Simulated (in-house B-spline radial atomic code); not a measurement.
**Binding energies in the germanium ion Ge⁶⁺**

NIST's tabulated ground configuration is [Ar] 3d8; each binding energy is the energy of the ion with one electron taken from that subshell, relaxed, less that of the parent. Method: Dirac-Hartree-Fock, average of configuration, Fermi nucleus of rms radius 4.0742 fm. Calculated with an all-electron radial atomic-structure program (B-spline basis). Energies include first-order Breit, QED and recoil terms.

```
subshell  X-ray name  binding energy (eV)  -ε (eV)  relaxation (eV)
      1s           K              11231.7  11297.7             43.6
      2s          L1               1546.3   1567.2             19.0
   2p1/2          L2               1377.7   1400.6             21.0
   2p3/2          L3               1346.5   1368.4             20.7
      3s          M1                  303    306.7              3.4
   3p1/2          M2                245.5    249.1              3.4
   3p3/2          M3                240.9    244.3              3.3
      3d        M4,5                  146    149.3              3.3
```

Relaxation = -ε minus the binding energy without Breit, QED and recoil terms.

Emission lines follow as differences of binding energies, with λ = 12398.42 eV·Å / E:

```json
{"line": "K-L3", "holes": "1s → 2p3/2", "energy (eV)": "9885.2", "wavelength (Å)": "1.2542"}
{"line": "K-L2", "holes": "1s → 2p1/2", "energy (eV)": "9854.0", "wavelength (Å)": "1.2582"}
{"line": "K-M3", "holes": "1s → 3p3/2", "energy (eV)": "10990.8", "wavelength (Å)": "1.1281"}
{"line": "L1-M3", "holes": "2s → 3p3/2", "energy (eV)": "1305.4", "wavelength (Å)": "9.4978"}
{"line": "L3-M1", "holes": "2p3/2 → 3s", "energy (eV)": "1043.5", "wavelength (Å)": "11.882"}
```

Task: What screening constant σ does Moseley's law, E = (3/4)·13.6057 eV·(Z - σ)², need for K-L3?

Result: σ = 0.88.

Task: What does it cost to remove both a 2p1/2 and a 3p3/2 electron?

Result: 1657.3 eV, which is 38.65 eV more than the two single binding energies together.

Task: What does it cost to remove both a 1s and a 3p3/2 electron?

Result: 11515 eV, which is 41.91 eV more than the two single binding energies together.

Task: What does it cost to remove both a 3p3/2 and a 3p1/2 electron?

Result: 517.75 eV, which is 31.36 eV more than the two single binding energies together.
